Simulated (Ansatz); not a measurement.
ClFHIOZr (`[OH][Zr]([F])([Cl])[I]`), relaxed with RKS PBE0-D4/def2-TZVP in the Gaussian-basis code of Ansatz from a PBE-D4/def2-SVP geometry. The force threshold is 0.005 eV/Å; the program also tests the step.

The species carries charge 0 and has multiplicity 1. Zr, I takes the def2 core potential.

Start:

```xyz
6

O     1.266    0.209    0.758
Zr   -0.270   -0.134   -0.299
F    -0.058   -1.806   -1.186
Cl   -0.535    1.582   -1.892
I    -2.459   -0.244    1.332
H     2.056    0.392    1.287
```

| step | energy (eV) | largest force (eV/Å) | largest move (Å) |
| --- | --- | --- | --- |
| 1 | -26686.6516 | 0.525 | 0.000 |
| 2 | -26686.6662 | 0.166 | 0.031 |
| 3 | -26686.6680 | 0.018 | 0.011 |
| 4 | -26686.6680 | 0.012 | 0.002 |
| 5 | -26686.6681 | 0.015 | 0.008 |
| 6 | -26686.6682 | 0.004 | 0.015 |
| 7 | -26686.6682 | 0.006 | 0.006 |
| 8 | -26686.6682 | 0.000 | 0.001 |

End:

```xyz
6

O     1.268    0.195    0.742
Zr   -0.267   -0.136   -0.294
F    -0.059   -1.789   -1.183
Cl   -0.524    1.568   -1.877
I    -2.444   -0.241    1.331
H     2.026    0.403    1.282
```

Hardware: 4 threads of an Intel Xeon Platinum 8259CL on a shared host. Wall time 43 s, peak host memory 0.62 GiB.
